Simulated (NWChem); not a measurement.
# C2H6GeO; SMILES C=C[O][GeH3]

```xyz
10

C      0.0461     2.8793    -0.1680
C     -0.3077     1.6465     0.1969
O      0.5778     0.6088     0.2620
Ge    -0.0031    -1.0827    -0.0428
H      1.0624     3.1110    -0.4704
H     -0.6838     3.6810    -0.1498
H     -1.3302     1.4170     0.5094
H     -0.2006    -1.2902    -1.5630
H      1.1210    -1.9705     0.5183
H     -1.3418    -1.2732     0.7118
```
Atoms are numbered in this order, from 1.

Level: B3LYP/6-31G* (spherical d) (NWChem), optimised geometry, unscaled harmonic frequencies. 

```
frequency (cm⁻¹)  IR intensity (km/mol)
----------------  ---------------------
54                                  1.7
99                                  1.5
197                                 0.7
400                                16.5
609                                32.1
620                                33.9
679                                45.7
736                                 3.2
839                               207.1
848                                40.8
857                                87.0
872                                51.7
984                                20.9
1007                               60.3
1206                              211.5
1359                                5.5
1450                               21.2
1721                              176.2
2113                               73.5
2124                              152.9
2169                              117.2
3115                               28.5
3186                                0.3
3273                                9.7
```

```yaml
zero_point_energy: 43.6 kcal/mol
thermal correction to the enthalpy at 298.15 K (with zero-point energy): 48.1 kcal/mol
heat capacity Cv: 20.3 cal/(mol K)
entropy at 298.15 K and 1 atm (symmetry number 1): 79.5 cal/(mol K)
dipole_moment: 1.88 D
```

Rigid rotor and harmonic oscillator; modes under 100 cm⁻¹ make the entropy uncertain.
